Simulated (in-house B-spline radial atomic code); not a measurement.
Values are calculated unless marked as measured or tabulated.
**Making a Troullier-Martins s channel for Mn, r_c = 0.84 bohr**

Mn, [Ar] 3d5 4s2, non-relativistic LDA (VWN5), spherical and spin-unpolarised, from a B-spline radial code for spherical atoms (atomic units). The all-electron 3s level is ε = -3.076637 hartree, its outermost node lies just inside 0.35 bohr and its outer maximum at 0.74 bohr.

Inside r_c the pseudo-orbital is u(r) = r^1 exp(p(r)), with p = c0 + c2 r² + c4 r⁴ + … + c12 r¹². The seven coefficients follow from p and its first four derivatives at r_c, from zero curvature of the screened potential at the origin, c4 = −c2²/(2l + 5), and from the norm inside r_c. At r_c the all-electron orbital has P = 1.163712, P' = -0.7370141, the screened potential V = -5.499104, V' = 14.48501, V'' = -51.11455, and the norm inside is Q = 0.515965.

Problem. What are p, p' and p'' at r_c?

Solution. p = ln(P/r_c^1) = ln(1.163712/0.84) = 0.32597. p' = P'/P − 1/r_c = -0.63333 − 1.19048 = -1.82381. The radial equation gives p'' = 2(V − ε) − 2(1) p'/r_c − p'² = -4.84493 − (-4.34240) − 3.32627 = -3.82881. Differentiating, p''' = 2V' + 2(1)p'/r_c² − 2(1)p''/r_c − 2p'p'' = 18.951, and p'''' = 2V'' − 4(1)p'/r_c³ + 4(1)p''/r_c² − 2(1)p'''/r_c − 2p''² − 2p'p''' = -116.94.

For a trial c2 the five matching conditions are linear in c0, c6, c8, c10 and c12, and c2 is varied until the norm inside r_c equals Q. The root nearest zero gives:

```csv
n,c_n
0,-0.02274864
2,3.356322
4,-2.25298
6,-15.52249
8,33.57146
10,-27.33019
12,8.214363
```

Problem. Check c4 and p(r_c), and find the screened pseudopotential at the origin.

Solution. −c2²/5 = -2.25298, as listed. The terms c_n r_c^n are -0.02275, 2.36822, -1.12169, -5.45302, 8.32156, -4.78008, 1.01374, which sum to 0.32597. Inverting the radial equation, V_l(r) = ε + 1 p'/r + (p'' + p'²)/2, so V_l(0) = ε + (2l + 3) c2 = -3.076637 + 3 × (3.35632) = 6.9923 hartree, finite where the all-electron potential diverges.

Orbitals and screened potentials:

```tsv
r (bohr)	P	u	V all-electron	V pseudo
0.084	-0.03079	0.08407	-224.5	6.973
0.21	-0.6286	0.2367	-65.0	6.299
0.336	-0.06811	0.4581	-31.36	3.13
0.462	0.6262	0.7605	-18.16	-3.011
0.588	1.051	1.056	-11.58	-8.124
0.714	1.198	1.197	-7.814	-7.924
0.84	1.164	1.164	-5.499	-5.499
```

Logarithmic derivatives P'/P at R = 1.14 bohr, for energies E around ε:

```csv
E − ε (hartree),all-electron,pseudo
-0.5,-0.557287,-0.558518
-0.25,-1.0173,-1.0177
-0.1,-1.3377,-1.33777
0,-1.57424,-1.57424
0.1,-1.83241,-1.8325
0.25,-2.268,-2.26871
0.5,-3.16409,-3.16808
```

Problem. With P(R) = 0.8153269 and a norm of 0.8204212 inside R, what slope in energy does norm conservation fix?

Solution. d(P'/P)/dE = −2 × (norm inside R)/P(R)² = -2.4683 per hartree·bohr at E = ε, for both atoms, since orbital and norm agree at R. Differences over ±0.1 hartree give -2.4736 (all-electron) and -2.4737 (pseudo), which also hold third-order terms. Half a hartree below ε the two curves differ by -0.0012.
